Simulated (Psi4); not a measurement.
SSi, triplet, at a GFN2-xTB geometry (the spin is typed, not shown lowest). Base run: PBE0/STO-3G run with Psi4.

Input for Psi4:
```
memory 2 GB

molecule mol {
0 3
Si   -0.000000   -0.000000   -1.119673
S     0.000000    0.000000    0.979714
}

set {
  basis sto-3g
  reference uks
}

energy('pbe0')
print_variables()
```

Variants of this job, named by their change:

| change | basis functions | E (Eh) | dipole (D) |
|---|---|---|---|
| base | 18 | -679.52445 | 0.18 |
| basis = cc-pVTZ-DK; relativity = none (with scf_type pk) | 68 | -686.93249 | 2.15 |
| basis = cc-pVDZ-DK; relativity = none (with scf_type pk) | 36 | -686.95133 | 2.22 |
| basis = cc-pVTZ-DK; relativity = spin-free X2C (with scf_type pk) | 68 | -689.03727 | 2.12 |
| basis = cc-pVDZ-DK; relativity = spin-free X2C (with scf_type pk) | 36 | -689.01103 | 2.18 |

Absolute energies of different levels of theory aren't comparable as measures of quality.

Open shells are given as the SCF converged; they aren't shown to be the lowest states, and a large step between rows can be another state.

Basis sets contracted for a relativistic Hamiltonian are a mismatch without it, so the rows without relativity aren't non-relativistic limits. No row has spin-orbit coupling; sets with core potentials leave out the core electrons.
